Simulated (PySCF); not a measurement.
F₂In, doublet, at a GFN2-xTB geometry (such geometries of metal compounds can be far from the true shape) (the spin is typed, not shown lowest) (all electrons, no relativity).

The PySCF input:
```python
from pyscf import gto, scf, dft

mol = gto.Mole()
mol.atom = '''
    In    0.21583697    0.08578411    0.06613032
    F    -0.77175682    1.20938463   -1.45056227
    F    -0.40335556   -1.67643143    1.09051942
'''
mol.basis = 'sto-3g'
mol.spin = 1
mol.verbose = 4
mol.build()

mf = dft.UKS(mol)
mf.xc = 'revpbe'
mf.grids.atom_grid = (99, 590)
mf.grids.prune = None
mf.kernel()
```

### Question
Give the number of basis functions at the level REVPBE/STO-3G run with PySCF.

### Answer
37

### Question
Estimate the HOMO energy that REVPBE/STO-3G returns for this input.

### Answer
-0.84 eV

### Question
Estimate the nuclear repulsion energy that REVPBE/STO-3G returns for this input.

### Answer
230.1899 Eh

### Question
Estimate the dipole moment that REVPBE/STO-3G returns for this input.

### Answer
0.10 D

These values belong to the state on which the SCF converged, which isn't shown to be the lowest.
